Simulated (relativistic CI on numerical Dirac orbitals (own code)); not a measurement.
## Energy levels of Ce

Calculated at this level of theory: Dirac-Coulomb-Breit CI, KLI orbitals optimised for each configuration, model QED, valence Slater integrals scaled by 0.85, P86 correlation estimate, and configurations built on the next ion tied to the tabulated ionisation energy (semi-empirical) (own radial code, finite nucleus).

Configurations in the expansion (outside the closed core [Xe]): 4f5d6s², 4f5d²6s, 4f²6s², 4f5d²6p, 4f5d6s6p, 4f²6s6p, 4f5d³, 4f5d²6d, 4f5d²7s, 4f5d²5f, 4f5d²6f, 4f5d6p², 4f6s²6p, 5d³6s, 4f5d6s6d, 4f5d6s6f, 4f²5d6s, 4f6s²7p, 4f5d6s6g, 4f6s²5f, 4f6s6p², 5d²6s², 4f6s6p7s, 4f²5d6p. Levels of other configurations are missing.

| No. | Configuration | Term | J | E (cm⁻¹) | % | jj configuration (%) |
| --- | --- | --- | --- | --- | --- | --- |
| 1 | 4f5d6s² | ¹G° | 4 | 0.0 | 46 | 4f5/2 5d3/2 (67) |
| 2 | 4f5d6s² | ³F° | 2 | 683.1 | 76 | 4f5/2 5d3/2 (68) |
| 3 | 4f5d6s² | ³H° | 4 | 1182.6 | 45 | 4f5/2 5d5/2 (46) |
| 4 | 4f5d6s² | ³F° | 3 | 1744.6 | 82 | 4f5/2 5d5/2 (53) |
| 5 | 4f5d6s² | ³H° | 5 | 1985.7 | 78 | 4f5/2 5d5/2 (47) |
| 6 | 4f5d6s² | ³G° | 3 | 2519.3 | 58 | 4f5/2 5d3/2 (53) |
| 7 | 4f5d²(3F)<4H°>6s | ⁵H° | 3 | 3155.3 | 72 | 4f5/2 5d3/2^2 6s (36) |
| 8 | 4f5d6s² | ³F° | 4 | 3209.8 | 68 | 4f7/2 5d5/2 (73) |
| 9 | 4f5d²(3F)<4H°>6s | ⁵H° | 4 | 3388.2 | 65 | 4f5/2 5d3/2 5d5/2 6s (42) |
| 10 | 4f5d6s² | ³H° | 6 | 3648.7 | 77 | 4f7/2 5d5/2 (77) |
| 11 | 4f5d6s² | ¹D° | 2 | 3687.5 | 61 | 4f5/2 5d5/2 (42) |
| 12 | 4f5d6s² | ³G° | 4 | 4040.6 | 56 | 4f7/2 5d3/2 (37) |
| 13 | 4f5d²(3F)<4H°>6s | ⁵H° | 5 | 4055.2 | 75 | 4f5/2 5d3/2 5d5/2 6s (61) |
| 14 | 4f5d²(3F)<4I°>6s | ⁵I° | 4 | 4137.7 | 85 | 4f5/2 5d3/2^2 6s (59) |
| 15 | 4f5d²(3F)<4I°>6s | ⁵I° | 5 | 4637.4 | 88 | 4f5/2 5d3/2 5d5/2 6s (47) |
| 16 | 4f5d²(3F)<4H°>6s | ⁵H° | 6 | 4895.9 | 77 | 4f5/2 5d5/2^2 6s (37) |
| 17 | 4f5d6s² | ³D° | 1 | 4968.4 | 75 | 4f5/2 5d3/2 (40) |
| 18 | 4f5d6s² | ³G° | 5 | 5012.5 | 42 | 4f7/2 5d5/2 (32) |
| 19 | 4f5d²(3F)<4I°>6s | ⁵I° | 6 | 5395.1 | 76 | 4f5/2 5d3/2 5d5/2 6s (44) |
| 20 | 4f5d²(3F)<4D°>6s | ⁵D° | 0 | 5424.1 | 38 | 4f5/2 5d3/2^2 6s (46) |
| 21 | 4f5d²(3F)<2G°>6s | ³G° | 4 | 5524.1 | 69 | 4f5/2 5d3/2 5d5/2 6s (25) |
| 22 | 4f5d²(3F)<2G°>6s | ³G° | 3 | 5628.1 | 75 | 4f7/2 5d3/2 5d5/2 6s (30) |
| 23 | 4f5d²(3F)<2G°>6s | ³G° | 5 | 5658.8 | 52 | 4f7/2 5d5/2 (23) |
| 24 | 4f5d²(3F)<4D°>6s | ⁵D° | 1 | 5668.8 | 38 | 4f5/2 5d3/2^2 6s (38) |
| 25 | 4f5d²(3F)<4H°>6s | ⁵H° | 7 | 5712.5 | 71 | 4f7/2 5d5/2^2 6s (39) |
| 26 | 4f5d6s² | ³D° | 2 | 6003.8 | 65 | 4f7/2 5d3/2 (34) |
| 27 | 4f5d6s² | ³D° | 3 | 6069.0 | 47 | 4f7/2 5d3/2 (52) |
| 28 | 4f5d²(3F)<4I°>6s | ⁵I° | 7 | 6324.2 | 71 | 4f7/2 5d3/2 5d5/2 6s (63) |
| 29 | 4f5d²(3F)<4D°>6s | ⁵D° | 2 | 6358.4 | 83 | 4f5/2 5d3/2 5d5/2 6s (54) |
| 30 | 4f5d²(3F)<4D°>6s | ⁵D° | 0 | 6424.8 | 55 | 4f5/2 5d5/2^2 6s (32) |

Energies count from the lowest computed level; ° marks odd parity. Percentages are summed over parent terms; the parents shown are those of the largest component, closed shells are left out there, and <> holds an intermediate term. Filled j subshells are mostly left out of the jj labels.

The mean weight of the leading LS term, summed over parents, in these 30 levels is 66 %, and that of the leading jj configuration (from the same eigenvectors) 47 %, so LS coupling describes them better.

Configurations that consist of the next ion and one excited electron were tied to the tabulated ionisation energy; Rydberg ones are usually within 1,000 to 3,000 cm⁻¹ and the lowest ones within about 6,000 (9,000 in d shells), while levels on excited terms of the next ion carry the error of that term, and the other configurations can be misplaced by 10,000 cm⁻¹ or more. Rates follow the energies as ν³ (E1, M1) or ν⁵ (E2), so rates, branching and lifetimes can be off by large factors. The fine structure of a lone outer electron comes out too small, for d and f at times inverted, and misplaced configurations move strength between like terms. 12 of the 70 excited levels that our extract of the measured tables holds in this range could be paired (the sources list more); they are missed by 2411 cm⁻¹ on average and 7688 at most, and levels without a partner can miss by more. Some levels of the ground configuration have no partner and can miss by 10 % or more.

LS names give the leading component of a level, which can be under half, so a name can repeat, a term be missing and a line seem to break the LS rules.
